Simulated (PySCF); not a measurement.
F₃Fe, SMILES [F][Fe+]([F])[F] (connectivity only; charge and spin as stated), charge +1, multiplicity 5.

Geometry: PBE0-D3(BJ)/def2-SVP. The multiplicity is an assumed one; other spin states were not compared.

These are TDA-ωB97X/def2-SVPD run with PySCF values and carry that method's errors.

Vertical excitations. The molecule is in vacuum.

Computed lowest excited states:
| state | energy (eV) | λ (nm) | f | main pairs |
|---|---|---|---|---|
| root 1 | 1.40 | 883 | 0.000 | α HOMO→LUMO 95 % |
| root 2 | 2.29 | 542 | 0.000 | α HOMO−1→LUMO 94 % |
| root 3 | 2.76 | 450 | 0.000 | α HOMO−3→LUMO 89 % |
| root 4 | 2.96 | 418 | 0.001 | α HOMO−2→LUMO 76 %, β HOMO−1→LUMO+2 16 % |
| root 5 | 3.12 | 398 | 0.002 | α HOMO−4→LUMO 77 %, β HOMO−4→LUMO+1 7 % |
| root 6 | 3.12 | 397 | 0.000 | β HOMO→LUMO+1 91 % |
| root 7 | 3.40 | 365 | 0.000 | β HOMO→LUMO 93 % |
| root 8 | 3.51 | 353 | 0.002 | β HOMO−1→LUMO 85 % |
| root 9 | 3.58 | 347 | 0.000 | β HOMO→LUMO+2 77 %, β HOMO−2→LUMO+1 16 % |
| root 10 | 3.73 | 333 | 0.000 | α HOMO−5→LUMO 10 %, β HOMO−1→LUMO+1 68 %, β HOMO−2→LUMO 14 % |
Unrestricted roots are not spin-pure.
